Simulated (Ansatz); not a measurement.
Ideal-gas functions of `[I][GeH2][I]` at 800 K and 1 bar, from an Ansatz frequency run at PBE0-D4/def2-TZVP.

Molar mass 328.43 g/mol, point group C2v (symmetry number 2), electronic degeneracy 1, moments of inertia 126.159, 1076.901, 1196.443 u Å². Harmonic wavenumbers (cm⁻¹, unscaled): 72, 237, 270, 444, 615, 720, 841, 2169, 2186.

Use S(trans) = R[1.5 ln M + 2.5 ln T − 1.1517]; rotational temperatures θ = 24.2544 K / I; S(rot) = R[ln(√π/σ · √(T³/θAθBθC)) + 1.5]; for each mode x = 1.438777 ν̃/T, S = R[x/(eˣ − 1) − ln(1 − e⁻ˣ)] and H = RT x/(eˣ − 1); 1 cm⁻¹ = 0.0119627 kJ/mol; R = 8.31446 J/(mol·K).

Task: By hand: the entropy, in J/(mol·K).

Result: Translation 201.6. Rotation: θ = 0.1923, 0.0225, 0.0203 K, giving 133.7. Vibration, mode by mode: 25.32, 15.47, 14.40, 10.40, 7.89, 6.72, 5.62, 0.84, 0.82, in all 87.5. Electronic 0.0. Sum 422.8 J/(mol·K).

Task: By hand: H − E and G − E in kJ/mol, counted from the electronic energy.

Result: Zero-point energy ½ × 7554 × 0.0119627 = 45.2; thermal vibration 31.9; translation, rotation and pV give 4 RT = 26.6. H − E = 103.7 kJ/mol, and G − E = 103.7 − 800 × 422.8/1000 = -234.5 kJ/mol.

Vibration gives 21 % of the entropy, 25.3 J/(mol·K) of it from the mode under 150 cm⁻¹: soft modes count most, and the harmonic formula is weakest for them.
